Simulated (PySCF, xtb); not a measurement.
InF2Cl, SMILES [Cl][In]([F])[F].

Harmonic wavenumbers (cm⁻¹) from GFN2-xTB run with xtb at its own minimum, in rising order: 69, 90, 91, 283, 350, 356.

Q: What does B3LYP-D3(BJ)/def2-SVP (PySCF) give at its own minimum? (An estimate is asked for; the answer gives what the named calculation found.)

A: 98, 126, 128, 378, 612, 637. Paired by order, the mean absolute difference is 123 cm⁻¹ and the zero-point energies are 1.8 and 2.8 kcal/mol.
